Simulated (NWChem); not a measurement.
System: C₃H₄BF₂N; SMILES NB(F)C=C=CF

Parts of the log:

```
             Northwest Computational Chemistry Package (NWChem) 7.3.0
             --------------------------------------------------------

 C1  symmetry detected

                             Geometry "geometry" -> ""
                             -------------------------

 Output coordinates in angstroms (scale by  1.889725989 to convert to a.u.)

  No.       Tag          Charge          X              Y              Z
 ---- ---------------- ---------- -------------- -------------- --------------
    1 N                    7.0000     1.42414832     1.40622029     0.08602484
    2 B                    5.0000     0.04434602     1.54686202    -0.04115029
    3 F                    9.0000    -0.47913455     2.77508161    -0.17222629
    4 C                    6.0000    -0.94593219     0.32361178    -0.03724508
    5 C                    6.0000    -0.56669432    -0.91256408     0.18916112
    6 C                    6.0000    -0.15525178    -2.12484359     0.47118167
    7 F                    9.0000     0.26060117    -2.99507713    -0.45585487
    8 H                    1.0000     2.05370662     2.19742023     0.08528864
    9 H                    1.0000     1.87124470     0.50395316     0.17398807
   10 H                    1.0000    -2.01217575     0.51347052    -0.22957836
   11 H                    1.0000    -0.12947382    -2.52996099     1.48802341

 Effective nuclear repulsion energy (a.u.)     252.0871318347

                                 NWChem DFT Module
                                 -----------------

 Summary of "ao basis" -> "ao basis" (spherical)
 ------------------------------------------------------------------------------
       Tag                 Description            Shells   Functions and Types
 ---------------- ------------------------------  ------  ---------------------
 N                          def2-svp                 6       14   3s2p1d
 B                          def2-svp                 6       14   3s2p1d
 F                          def2-svp                 6       14   3s2p1d
 C                          def2-svp                 6       14   3s2p1d
 H                          def2-svp                 3        5   2s1p

            General Information
            -------------------
          SCF calculation type: DFT
          Wavefunction type:  closed shell.
          No. of atoms     :    11
          No. of electrons :    52
           Alpha electrons :    26
            Beta electrons :    26
          Charge           :     0
          Spin multiplicity:     1
          Use of symmetry is: off; symmetry adaption is: off
          Maximum number of iterations: 150
          AO basis - number of functions:   118
                     number of shells:    54
          Convergence on energy requested:  1.00D-06
          Convergence on density requested:  1.00D-05
          Convergence on gradient requested:  5.00D-04

              XC Information
              --------------
                         PBE0 Method XC Functional
                     Hartree-Fock (Exact) Exchange  0.250
          PerdewBurkeErnzerhof Exchange Functional  0.750
            Perdew 1991 LDA Correlation Functional  1.000 local
           PerdewBurkeErnz. Correlation Functional  1.000 non-local

             Grid Information
             ----------------
          Grid used for XC integration:  medium
          Radial quadrature: Mura-Knowles
          Angular quadrature: Lebedev.
          Tag              B.-S. Rad. Rad. Pts. Rad. Cut. Ang. Pts.
          ---              ---------- --------- --------- ---------
          N                   0.65       49          11.0       434
          B                   0.85       49          11.0       434
          F                   0.50       49          13.0       434
          C                   0.70       49          12.0       434
          H                   0.35       45          13.0       434
          Grid pruning is: on
          Number of quadrature shells:   523
          Spatial weights used:  Erf1

      Superposition of Atomic Density Guess
      -------------------------------------

 Sum of atomic energies:        -392.20474662

      Non-variational initial energy
      ------------------------------

 Total energy =    -395.470599
 1-e energy   =   -1037.727080
 2-e energy   =     390.169350
 HOMO         =      -0.262659
 LUMO         =      -0.050917

     ---------------------------------------------
      Total Density - Mulliken Population Analysis
     ---------------------------------------------

    Atom       Charge   Shell Charges
 -----------   ------   -------------------------------------------------------
    1 N    7     7.49   1.99  1.02  0.36  2.61  1.51  0.01
    2 B    5     4.51   1.99  0.81  0.12  1.18  0.24  0.16
    3 F    9     9.38   1.99  1.15  0.73  3.51  2.00  0.00
    4 C    6     6.29   1.99  0.97  0.31  2.01  0.98  0.03
    5 C    6     5.99   1.99  0.99  0.30  1.91  0.76  0.04
    6 C    6     5.70   1.99  0.90  0.33  1.70  0.71  0.07
    7 F    9     9.37   1.99  1.14  0.77  3.43  2.04  0.01
    8 H    1     0.75   0.59  0.12  0.05
    9 H    1     0.75   0.59  0.12  0.05
   10 H    1     0.87   0.65  0.19  0.03
   11 H    1     0.90   0.67  0.21  0.02

[...]
```

Level: PBE0/def2-SVP. Geometry: optimised at PBE0/def2-SVP.

### Question
Reconstruct the input file.

### Answer
Several could match; the one computed here: the input that was run:
```
start job
memory heap 200 mb stack 900 mb global 1100 mb
geometry units angstroms noautoz
  N      1.418142     1.409204     0.104197
  B      0.039392     1.545358    -0.038346
  F     -0.486789     2.772014    -0.173197
  C     -0.946658     0.318727    -0.047787
  C     -0.565761    -0.916548     0.180741
  C     -0.153373    -2.127916     0.465286
  F      0.275931    -2.995069    -0.458500
  H      2.044946     2.202550     0.111969
  H      1.867312     0.508314     0.195642
  H     -2.011303     0.505285    -0.251848
  H     -0.137711    -2.534756     1.481646
end
basis spherical
  * library def2-svp
end
dft
  xc pbe0
  iterations 150
  mulliken
end
task dft energy
```
